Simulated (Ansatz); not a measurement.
Mulliken charges of C₄FeO₄, SMILES `[O+]#[C][Fe-4]([C]#[O+])([C]#[O+])[C]#[O+]` from ωB97M-V/def2-TZVPP in Ansatz (PBE0-D4/def2-TZVP geometry).

| atom | x (Å) | y (Å) | z (Å) | charge (e) |
| --- | --- | --- | --- | --- |
| O1 | 1.078 | -2.306 | -0.973 | -0.076 |
| C2 | 0.411 | -1.435 | -0.654 | 0.097 |
| Fe3 | -0.387 | 0.023 | -0.060 | -0.238 |
| C4 | -0.248 | 0.840 | -1.671 | 0.139 |
| O5 | -0.206 | 1.353 | -2.683 | -0.041 |
| C6 | 0.360 | 1.388 | 0.774 | 0.097 |
| O7 | 0.997 | 2.181 | 1.295 | -0.076 |
| C8 | -0.839 | -0.775 | 1.502 | 0.139 |
| O9 | -1.166 | -1.270 | 2.470 | -0.041 |

By hand: the dipole of these point charges (1 e Å = 4.8032 D).

Σ q r = (-0.086, 0.005, -0.013) e Å, of length 0.087 e Å = 0.42 D.

How does the dipole of the full density compare? (An estimate is asked.)

The calculation gave: (-0.330, 0.020, -0.051) e Å, 1.61 D; the point charges give 0.26 times that, at 0° from its direction.

Point charges leave out the atoms' own dipoles, such as those of lone pairs, and Mulliken's split depends on the basis, so the two needn't agree.
